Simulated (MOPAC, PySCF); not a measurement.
HAlCl2, SMILES `[Cl][AlH][Cl]`, neutral singlet in the gas phase. 

Cartesian coordinates (Å):
SMILES: [Cl][AlH][Cl]
```xyz
4

Cl     1.7860    -0.8894    -0.1656
Al     0.0008     0.1455     0.1586
Cl    -1.7880    -0.9320     0.1192
H      0.0029     1.6834     0.4221
```
Charge 0, multiplicity 1.

All levels are single points at this geometry (TPSSh-D3(BJ)/def2-TZVP); Pople sets use spherical d functions. Orbital energies aren't observables, and empty levels follow the basis.

TPSSh-D3(BJ)/def2-TZVP in PySCF gives gap (eV) = 6.86.

Estimate the gap (eV) from each of these levels: B3LYP/6-31G* in PySCF; B3LYP/LANL2DZ in PySCF; BP86/6-31G* in PySCF; M06-2X/6-31G* in PySCF; PBE/6-31G* in PySCF; SVWN5/6-31G* in PySCF; HF/STO-3G in PySCF; PM6 in MOPAC.


```json
[
 {"level": "B3LYP/6-31G* in PySCF", "gap (eV)": "7.32"},
 {"level": "B3LYP/LANL2DZ in PySCF", "gap (eV)": "7.11"},
 {"level": "BP86/6-31G* in PySCF", "gap (eV)": "5.69"},
 {"level": "M06-2X/6-31G* in PySCF", "gap (eV)": "9.64"},
 {"level": "PBE/6-31G* in PySCF", "gap (eV)": "5.64"},
 {"level": "SVWN5/6-31G* in PySCF", "gap (eV)": "5.54"},
 {"level": "HF/STO-3G in PySCF", "gap (eV)": "17.11"},
 {"level": "PM6 in MOPAC", "gap (eV)": "11.44"}
]
```
